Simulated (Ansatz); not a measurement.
Cartesian coordinates (Å):
SMILES: [SiH3]C(=C)C
```xyz
12

C      0.1604     1.6089     0.0039
C     -0.0885     0.2902    -0.0291
C     -1.4524    -0.2579    -0.3579
Si     1.2913    -0.9286     0.3443
H     -0.6238     2.3443    -0.2091
H      1.1487     2.0079     0.2426
H     -1.8428    -0.8753     0.4675
H     -2.1754     0.5474    -0.5566
H     -1.4145    -0.9132    -1.2432
H      0.9268    -1.7899     1.5151
H      1.5135    -1.8421    -0.8227
H      2.5567    -0.1917     0.6452
```
Charge 0, spin multiplicity 1.

Computed with frozen-core CCSD(T)/cc-pVTZ // PBE-D3(BJ)/def2-TZVP run with Ansatz (an electronic-structure program).

```json
{
  "HF energy": "-407.22297 Ha",
  "MP2 correlation energy": "-0.63423 Ha"
}
```

**Question.** Estimate the CCSD correlation energy, the (T) correction, the total energy and the T1 diagnostic.

**Answer.** 
- CCSD correlation energy = -0.68546 Ha
- (T) correction = -0.02864 Ha
- CCSD(T) total energy = -407.93707 Ha
- T1 diagnostic = 0.011
